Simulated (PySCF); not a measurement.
An unknown gives this computed stick spectrum. Theory: TDDFT wB97X-D/def2-SVPD, vertical, gas phase, core orbitals frozen in the response (PySCF 2.14.0, density-fitted response routines). Geometries: GFN2-xTB, one conformer each.

```csv
state,E (eV),f
S1,4.97,0.0001
S2,5.16,0.234
S3,6.71,0.287
S4,6.90,0.0002
S5,7.10,0.231
S6,7.26,0.0029
S7,7.37,0.052
S8,7.63,0.0013
```

Triplets computed (Tamm–Dancoff): 3.11, 4.59, 4.73 eV.

Question: Which candidate is it? All have the formula C5H6O2.
A. `C[C@H](O)c1cc1=O`
B. `O=C1CCC(=O)C1`
C. `C=CC(=C)OC=O`
D. `C=CC(=C)C(=O)O`
E. `CO[C@H]1C=CC1=O`

Answer: D. Its S1 lies at 4.97 eV; the nearest of the others has S1 at 4.54 eV. S1 is HOMO-1→LUMO (87%), HOMO-1→LUMO+1 (9%). Löwdin shares by element: HOMO carbon 87% or more; LUMO carbon 61% or more, oxygen 11% or more (atoms not listed hold the other 28%). At the same level the other candidates give, for their lowest levels:
- `C[C@H](O)c1cc1=O`: 4.54 eV (f 0.000); 5.65 eV (f 0.000); 6.67 eV (f 0.002); 6.77 eV (f 0.121); 7.30 eV (f 0.012); T1 4.16 eV; HOMO -8.82, LUMO 0.84 eV
- `O=C1CCC(=O)C1`: 4.10 eV (f 0.000); 4.41 eV (f 0.000); 6.29 eV (f 0.001); 6.54 eV (f 0.001); 7.20 eV (f 0.007); T1 3.67 eV; HOMO -9.25, LUMO 0.36 eV
- `CO[C@H]1C=CC1=O`: 3.72 eV (f 0.001); 5.87 eV (f 0.004); 6.23 eV (f 0.023); 6.48 eV (f 0.131); 6.92 eV (f 0.037); T1 3.35 eV; HOMO -8.83, LUMO 0.16 eV
- `C=CC(=C)OC=O`: 5.63 eV (f 0.124); 5.89 eV (f 0.325); 6.53 eV (f 0.159); 7.09 eV (f 0.016); 7.11 eV (f 0.075); T1 3.35 eV; HOMO -8.88, LUMO 0.53 eV

The values belong to the conformer `[CH2:1]=[CH:2][C:3](=[CH2:4])[C:5](=[O:6])[OH:7]`: C1–C2–C3–C4 180°, C2–C3–C5–O6 0°, H–O7–C5–C3 180°.
